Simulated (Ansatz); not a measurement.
CH5FO3Si (`O[SiH2]OC(O)F`) at its PBE0-D4/def2-TZVP geometry, where that method's forces vanish. Total charge 0; spin multiplicity 1.

```xyz
11

O     0.3584    1.9525   -0.9099
Si    1.1938    0.6108   -0.4916
O     0.4238   -0.2619    0.6966
C    -0.9138   -0.5353    0.7156
O    -1.1794   -1.6978    1.3513
F    -1.3526   -0.6031   -0.6122
H    -0.3921    1.8356   -1.4953
H     2.4546    1.0479    0.1337
H     1.4168   -0.2651   -1.6656
H    -1.5010    0.2574    1.1849
H    -0.5084   -2.3410    1.0927
```

What forces (eV/Å) does PBE-D4/def2-TZVPP give on these atoms in Ansatz? (Best estimate.)

Computed: 
```
O1   0.105  0.535  0.125
Si2  0.280 -0.142 -0.173
O3   0.493 -0.077  0.396
C4  -0.057  0.172  0.301
O5  -0.501 -0.262  0.512
F6  -0.336 -0.013 -0.847
H7  -0.343 -0.049 -0.269
H8   0.143  0.058  0.079
H9   0.046 -0.110 -0.141
H10 -0.160  0.199  0.141
H11  0.329 -0.310 -0.123
```
